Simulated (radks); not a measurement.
Spherical jellium clusters: N electrons in a uniform positive sphere of charge N and radius rs N^(1/3), rs = 4.52 bohr. Method: non-relativistic Kohn-Sham, LDA (Slater exchange, Perdew-Wang correlation), spin-polarised, spherical densities; computed with a radial shooting solver with Libxc functionals. Levels are named by radial order and angular momentum (1s, 1p, 1d, 2s, ...), and open shells are averaged over m. Each electron was tried in the lowest free levels, single moves between levels near the top were tried too, and the lowest total energy was kept; such a search can miss a lower state. Energies include the self-energy of the background; IP and EA are vertical (highest electron removed, lowest free level filled), at fixed background; spill-out counts the electrons outside the background radius R, and alpha is the static dipole polarisability from linear response (closed shells only). A dash means not computed or, for alpha, an open shell; in EA it means that no bound solution was reached, which is typical of self-interaction and does not show that the anion is unstable. Real open-shell clusters deform, which this model forbids.

N,open shells,2S,E(N+1) + E(N-1) - 2E(N) (eV),IP (eV),EA (eV),-e(HOMO) (eV),spill-out (e),alpha/R^3
1,"1s(up 1, down 0)",1,-,-,-,2.783,0.34,-
2,none,0,0.897,4.799,-,2.903,0.50,1.537
3,"1p(up 1, down 0)",1,-0.558,3.567,-,2.036,0.77,-
4,"1p(up 2, down 0)",2,-0.376,4.014,-,2.477,0.92,-
5,"1p(up 3, down 0)",3,0.276,4.255,-,2.755,1.03,-
6,"1p(up 3, down 1)",2,-0.307,3.864,-,2.512,1.17,-
7,"1p(up 3, down 2)",1,-0.220,4.100,1.491,2.759,1.27,-
8,none,0,0.962,4.251,-,2.935,1.36,1.371
9,"1d(up 1, down 0)",1,-0.224,3.228,-,2.030,1.52,-
10,"1d(up 2, down 0)",2,-0.189,3.428,-,2.244,1.65,-
11,"1d(up 3, down 0)",3,-0.160,3.584,1.296,2.416,1.75,-
12,"1d(up 4, down 0)",4,-0.136,3.708,1.450,2.557,1.84,-
13,"1d(up 5, down 0)",5,0.297,3.809,1.184,2.675,1.92,-
14,"1d(up 5, down 1)",4,-0.147,3.478,1.354,2.398,2.02,-
15,"1d(up 5, down 2)",3,-0.126,3.603,1.498,2.534,2.11,-
16,"1d(up 5, down 3)",2,-0.109,3.706,1.622,2.648,2.19,-
17,"1d(up 5, down 4)",1,-0.095,3.791,1.729,2.745,2.27,-
18,none,0,0.189,3.863,1.577,2.830,2.34,1.284
19,"2s(up 1, down 0)",1,0.194,3.652,1.436,2.638,2.49,-
20,none,0,0.269,3.454,1.180,2.477,2.68,1.311
21,"1f(up 1, down 0)",1,-0.102,3.196,1.292,2.232,2.76,-
22,"1f(up 2, down 0)",2,-0.092,3.282,1.393,2.326,2.84,-
23,"1f(up 3, down 0)",3,-0.084,3.357,1.484,2.410,2.91,-
24,"1f(up 4, down 0)",4,-0.077,3.425,1.567,2.486,2.97,-
25,"1f(up 5, down 0)",5,-0.071,3.485,1.643,2.554,3.03,-
26,"1f(up 6, down 0)",6,-0.065,3.539,1.713,2.617,3.09,-
27,"1f(up 7, down 0)",7,0.257,3.589,1.465,2.674,3.14,-
28,"1f(up 7, down 1)",6,-0.075,3.316,1.549,2.424,3.21,-
29,"1f(up 7, down 2)",5,-0.069,3.380,1.625,2.495,3.28,-
30,"1f(up 7, down 3)",4,-0.063,3.438,1.696,2.559,3.34,-
31,"1f(up 7, down 4)",3,-0.059,3.490,1.760,2.618,3.40,-
32,"1f(up 7, down 5)",2,-0.054,3.538,1.820,2.672,3.46,-
33,"1f(up 7, down 6)",1,-0.050,3.582,1.876,2.722,3.52,-
34,none,0,0.313,3.622,1.587,2.768,3.57,1.226
35,"2p(up 1, down 0)",1,-0.034,3.299,1.643,2.464,3.72,-
36,"2p(up 2, down 0)",2,-0.026,3.337,1.690,2.506,3.85,-
37,"2p(up 3, down 0)",3,-,3.367,1.523,2.542,3.99,-

All shells are closed at N = 2, 8, 18, 20, 34 (there: 1s2 1p6 1d10 2s2 1f14); the second difference of the energy has clear peaks (12 % above both neighbours; the first and last values, which can be the largest, are not judged, and half-filled shells can peak too) at N = 5, 8, 13, 20, 27, 34.
